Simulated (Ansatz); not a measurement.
H2Zn (SMILES [ZnH2]) at its CCSD(T)/def2-TZVPP minimum, average atomic masses, point group D∞h.
(charge 0, multiplicity 1):
| atom | x (Å) | y (Å) | z (Å) |
|---|---|---|---|
| Zn | 0.0000 | 0.0000 | 0.0000 |
| H | 0.0000 | 0.0000 | -1.5329 |
| H | 0.0000 | 0.0000 | 1.5329 |

Frozen-core correlation.

Run with Ansatz (a quantum-chemistry and plane-wave program). Each number belongs to the level named beside it.

Harmonic frequencies (cm⁻¹): 624 624 1898 1922.

Task: Work out the rotational constants, the zero-point energy, and the ideal-gas entropy and heat capacity at 298.15 K and 1 bar (rigid rotor, harmonic oscillator).

Result: 
Principal moments 4.737 u Å² give 16.8576/I = 3.558 cm⁻¹. Zero point: Σω/2 = 2534 cm⁻¹ = 7.25 kcal/mol. Translation R(1.5 ln M + 2.5 ln T − 1.1517) with M = 67.396 u: 161.37 J/(mol K). Rotation with σ = 2: q = 29.1, S = R(ln q + 1) = 36.35. Vibration, summed over R(u/(eᵘ − 1) − ln(1 − e⁻ᵘ)) with u = 1.43878ω/T: 3.45, of which the lowest mode gives 1.71. S° = 201.2 J/(mol K); C_p = 7R/2 + 8.35 = 37.45 J/(mol K).
